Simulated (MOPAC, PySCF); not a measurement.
[Ta(Cl)2(NH2)3], neutral singlet in the gas phase. 

Cartesian coordinates (Å):
```xyz
12

Ta     0.3749     0.4003    -0.0676
Cl     1.5524     2.2024     0.8741
Cl     1.3022     0.5385    -2.2722
N     -1.3882     0.7365    -0.9048
H     -2.2732     0.7769    -0.4065
H     -1.5264     0.7758    -1.9126
N      0.9779    -1.4924    -0.0582
H      1.2706    -1.9926    -0.8950
H      0.9916    -2.0997     0.7570
N     -0.4643     0.0555     1.7095
H     -0.3765     0.6792     2.5120
H     -1.0430    -0.7438     1.9693
```
Charge 0, multiplicity 1.

All levels are single points at this geometry (r2SCAN-D4/def2-SVP); Pople sets use spherical d functions. Orbital energies aren't observables, and empty levels follow the basis.

SVWN5/6-31G* (LANL2DZ on Ta) in PySCF gives dipole (D) = 5.63.

Task: Estimate the dipole (D) from each of these levels: B3LYP-D3(BJ)/def2-TZVP in PySCF; PBE-D3(BJ)/def2-TZVP in PySCF; TPSSh-D3(BJ)/def2-TZVP in PySCF; B3LYP/6-311+G** (LANL2DZ on Ta) in PySCF; B3LYP/6-31G* (LANL2DZ on Ta) in PySCF; B3LYP/LANL2DZ in PySCF; HF/6-31G* (LANL2DZ on Ta) in PySCF; PM6 in MOPAC.

Result: 
```csv
level,dipole (D)
B3LYP-D3(BJ)/def2-TZVP in PySCF,4.72
PBE-D3(BJ)/def2-TZVP in PySCF,4.66
TPSSh-D3(BJ)/def2-TZVP in PySCF,4.75
B3LYP/6-311+G** (LANL2DZ on Ta) in PySCF,4.98
B3LYP/6-31G* (LANL2DZ on Ta) in PySCF,5.68
B3LYP/LANL2DZ in PySCF,6.02
HF/6-31G* (LANL2DZ on Ta) in PySCF,5.92
PM6 in MOPAC,7.29
```
